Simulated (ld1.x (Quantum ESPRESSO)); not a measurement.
# What one change does to a pseudopotential (Mo (Z = 42), PAW)

* Element: Mo (Z = 42)
* Generator: ld1.x (Quantum ESPRESSO) 7.5
* Type: PAW
* Functional: PBEsol
* Relativity: scalar-relativistic
* Frozen core: [Ar] 3d10 4s2
* Valence charge: 12
* Reference configuration: 4p6 4d5 5s0 5p0 (charge +1)
* Partial waves: 5s (bound, empty): rcut 2.30, rcutus 2.85 bohr; 5s channel at 0.3 Ry: rcut 2.30, rcutus 2.85 bohr; 4p (bound): rcut 2.30, rcutus 2.50 bohr; 5p (bound, empty): rcut 2.30, rcutus 2.50 bohr; 4d (bound): rcut 1.75, rcutus 2.30 bohr; 4d channel at -0.4 Ry: rcut 1.75, rcutus 2.30 bohr
* Local potential: all-electron potential smoothed inside 2.70 bohr (lloc = -1)
* Core correction: a·sin(br)/r model core inside 2.05 bohr
* Augmentation charge: BESSEL, radius 1.75 bohr

Change: waves 5s (bound): rcut 2.30, rcutus 2.98 bohr; 5s channel at 0.3 Ry: rcut 2.30, rcutus 2.98 bohr.

Cutoffs: the cutoffs (Ry, on a coarse ladder) from which the occupation-weighted sum of valence levels, in a spherical-Bessel basis at the reference potential, stays within 10 and 1 mRy of its value at 400 Ry; they do not see the model core or the augmentation charge, which bear on the density cutoff. Errors are all-electron minus pseudo energies relative to the spin-unpolarised reference configuration.

Task: Predict the effect on cutoff, ghosts and configuration errors.

Result: The potential gets neither clearly harder nor softer (18 Ry and 30 Ry → 18 Ry and 30 Ry); of the 7 tests that both files solve, the error grows in 3 and shrinks in 0 by more than 15 % and 0.3 meV (median size 6.8 → 6.8 meV); neither file shows a bound ghost. More of the atom is replaced by a form fitted at one configuration, so other configurations suffer.

| quantity | base | changed |
| --- | --- | --- |
| cutoff, loose | 18 Ry | 18 Ry |
| cutoff, tight | 30 Ry | 30 Ry |
| bound ghosts | none | none |
| error for 4p6 4d5 5s1 5p0, meV [ΔE -6.90 eV] | +2.2 | +3.4 |
| error for 4p6 4d4 5s0 5p0, meV [ΔE 15.46 eV] | -6.8 | -6.8 |
| error for 4p6 4d3 5s0 5p0, meV [ΔE 42.18 eV] | -53 | -53 |
| error for 4p6 4d4 5s2 5p0, meV [ΔE -6.73 eV] | +6.8 | +18 |
| error for 4p6 4d5 5s0.5 5p0, meV [ΔE -4.16 eV] | +1.0 | +1.4 |
| error for 4p6 4d2 5s0 5p0, meV [ΔE 81.65 eV] | -198 | -198 |
| error for 4p6 4d6 5s0 5p0, meV [ΔE -6.13 eV] | -1.2 | -1.2 |
| lowest overlap eigenvalue by channel | s 0.43, p 0.79, d 0.94 | s 0.41, p 0.79, d 0.94 |
